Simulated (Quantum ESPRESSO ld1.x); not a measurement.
Input (ld1.x (Quantum ESPRESSO 7.5)):

```
 &input
    atom='Nd',
    iswitch=1,
    rel=1,
    dft='PBESOL',
    config='[Xe] 4f4 6s0.5 7s0.5 6p0',
    verbosity='high',
    prefix='ld1',
    max_out_wfc=37,
    file_charge='ld1.rho',
 /
```

Command: `OMP_NUM_THREADS=1 ld1.x < ld1.in > ld1.out`

It prints (banner and zero overlaps left out):

```
     Program LD1 v.7.5 starts

     --------------------------- All-electron run ----------------------------

     scalar relativistic calculation

     atomic number is 60.00
     dft =PBESOL   lsd =0 sic =0 latt =0  beta=0.20 tr2=1.0E-14
     Exchange-correlation= PBESOL
                           (   1   4  10   8   0   0   0)
     mesh =2089 r(mesh) = 100.44953 a.u. xmin = -8.00 dx = 0.00800
     1 Ry =  13.60569312 eV, c = 137.03599908

     n l     nl                  e(Ry)          e(Ha)          e(eV)
     1 0     1S 1( 2.00)   -3189.259759682   -1594.629879841 -43392.0895797
     2 0     2S 1( 2.00)    -516.322824656    -258.161412328  -7024.9299047
     2 1     2P 1( 6.00)    -461.671526197    -230.835763098  -6281.3611091
     3 0     3S 1( 2.00)    -112.426759508     -56.213379754  -1529.6439887
     3 1     3P 1( 6.00)     -95.194012301     -47.597006151  -1295.1805185
     4 0     4S 1( 2.00)     -22.778750330     -11.389375165   -309.9206867
     4 1     4P 1( 6.00)     -17.134797700      -8.567398850   -233.1307992
     3 2     3D 1(10.00)     -71.277726161     -35.638863080   -969.7828687
     5 0     5S 1( 2.00)      -3.532168660      -1.766084330    -48.0576029
     5 1     5P 1( 6.00)      -2.178188128      -1.089094064    -29.6357592
     4 2     4D 1(10.00)      -9.115115030      -4.557557515   -124.0174579
     4 3     4F 1( 4.00)      -0.679248019      -0.339624010     -9.2416401
     6 0     6S 1( 0.50)      -0.663101588      -0.331550794     -9.0219567
     7 0     7S 1( 0.50)      -0.266288934      -0.133144467     -3.6230455
     6 1     6P 1( 0.00)      -0.431404626      -0.215702313     -5.8695590

     final scf error:  5.6E-15 reached in  30 iterations

     Etot =  -19240.312884 Ry,   -9620.156442 Ha, -261777.792685 eV

     Ekin =   20477.460826 Ry,   10238.730413 Ha,  278610.047932 eV
     Encl =  -46706.366622 Ry,  -23353.183311 Ha, -635472.491143 eV
     Eh   =    7425.434686 Ry,    3712.717343 Ha,  101028.185637 eV
     Exc  =    -436.841773 Ry,    -218.420887 Ha,   -5943.535110 eV
```

Run on one thread of a shared host, so times are rough (Intel(R) Xeon(R) Processor @ 2.60GHz): 0.61 s of CPU time, 1.9 s wall, 30 iterations on 2089 mesh points.
